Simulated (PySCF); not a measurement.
This PySCF input asks for the NMR shieldings of `ClC(CC[B@H-](C=C)[NH3+])(Cl)Cl`, C₅H₁₁BCl₃N; the geometry comes from GFN2-xTB.

```python
import basis_set_exchange as bse
import numpy as np
from pyscf import gto, dft
from pyscf.prop import nmr

atoms = """
C    -2.715845    0.697289    0.839152
C    -1.670584    0.851263    0.039433
B    -0.814320   -0.265476   -0.711872
N    -1.551786   -1.703746   -0.449645
C     0.682097   -0.459145   -0.064691
C     1.535378    0.798203   -0.202903
C     2.956671    0.623988    0.294025
Cl    3.825884   -0.617495   -0.632955
Cl    2.998272    0.160316    2.007910
Cl    3.869316    2.152845    0.127659
H    -3.227485    1.529314    1.300105
H    -3.135833   -0.268274    1.089573
H    -1.354930    1.875173   -0.133841
H    -0.787634   -0.111459   -1.893092
H    -1.583527   -1.849350    0.554634
H    -2.495303   -1.663574   -0.820504
H    -1.025545   -2.448885   -0.893070
H     0.617304   -0.712701    0.996002
H     1.205418   -1.281364   -0.559136
H     1.081904    1.612269    0.364079
H     1.581627    1.097753   -1.251335
"""
names = dict.fromkeys(["C", "B", "N", "Cl", "H"], "pcSseg-1")
basis = {el: gto.basis.parse(bse.get_basis(n, elements=[el], fmt="nwchem")) for el, n in names.items()}
mol = gto.M(atom=atoms, basis=basis, charge=0, verbose=0)
mf = dft.RKS(mol, xc="PBE0")
mf.grids.level = 2
mf.grids.alignment = dft.numint.BLKSIZE   # the property module wants whole blocks of grid points
mf.conv_tol = 1e-9
mf.kernel()

calc = nmr.RKS(mf)   # GIAO
C = mf.mo_coeff
Co = C[:, mf.mo_occ > 0]
resp = mf.gen_response(singlet=True, hermi=2)
def vind(x):   # induced exchange potential for any number of trial vectors
    d = np.einsum("pi,xij,qj->xpq", C, 2 * x.reshape(-1, C.shape[1], Co.shape[1]), Co, optimize=True)
    return np.einsum("xpq,pi,qj->xij", resp(d - d.transpose(0, 2, 1)), C, Co, optimize=True).ravel()
mo1, _ = nmr.rhf.solve_mo1(calc, with_cphf=vind)
sigma = calc.kernel(mo1)
for i, s in enumerate(sigma):   # ppm
    print("%2d %-2s %9.2f" % (i, mol.atom_pure_symbol(i), np.trace(s) / 3))
```

Q: What does it print?

A: 
```
 0 C      72.00
 1 C      22.45
 2 B     116.58
 3 N     218.64
 4 C     160.45
 5 C     130.51
 6 C      59.05
 7 Cl    508.59
 8 Cl    507.48
 9 Cl    452.90
10 H      26.24
11 H      27.01
12 H      24.61
13 H      29.18
14 H      28.65
15 H      28.47
16 H      28.81
17 H      31.35
18 H      30.75
19 H      29.20
20 H      29.18
```

These numbers come from an equivalent density-fitted implementation of the same equations, which agrees with the script to about 0.01 ppm for H and up to a few tenths of a ppm for heavy atoms, so last digits may differ.

Size and cost of the density-fitted run: 246 basis functions, 110 s wall time on 1 thread of an Arm Neoverse N1, shared host; peak memory 1.1 GiB.
